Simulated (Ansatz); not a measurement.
Gas-phase electronic energies from Ansatz, PBE0-D4/def2-TZVP geometries. CCSD(T)/CBS adds triple-zeta CCSD(T) − MP2 to the extrapolated MP2 energy (def2 sets, frozen cores). This one scheme is used for every species. Functionals use def2-TZVPP. B3LYP here is the variant with VWN-RPA as its local correlation; programs differ in this. For Ge outer-core shells are correlated without core-valence functions, which leaves a few kJ/mol of doubt a bond. Scalar relativity is left out up to krypton. Each species was taken in one conformer, which may not be the lowest.

Consider the formal hydrolysis of a Ge–C bond: `[SiH3][CH2][GeH2][SH]` + H₂O → `[OH][GeH2][SH]` + `C[SiH3]`.

CCSD(T)/CBS gives -0.33 eV.

Another level gave -0.44 eV. Which?
A. PBE0-D4/def2-TZVPP
B. HF/def2-TZVPP
C. B3LYP/def2-TZVPP
D. B3LYP-D4/def2-TZVPP

D. B3LYP-D4 -0.44, PBE0-D4 -0.36, B3LYP -0.57, HF/def2-TZVPP -0.63 eV.

Largest T1 diagnostic among the species: 0.012.

The D4 term adds +0.13 eV with B3LYP and +0.07 eV with PBE0; it sums over pairs of atoms, weighted by their polarisabilities, and B3LYP, whose exchange is more repulsive, gets the larger term. From PBE to PBE0 (25 % exact exchange), in def2-TZVPP and without D4, ΔE moves by +0.03 eV. In def2-TZVPP, CCSD(T) changes the Hartree–Fock value by +0.25 eV (the triples alone add +0.02 eV) and MP2 by +0.27 eV.
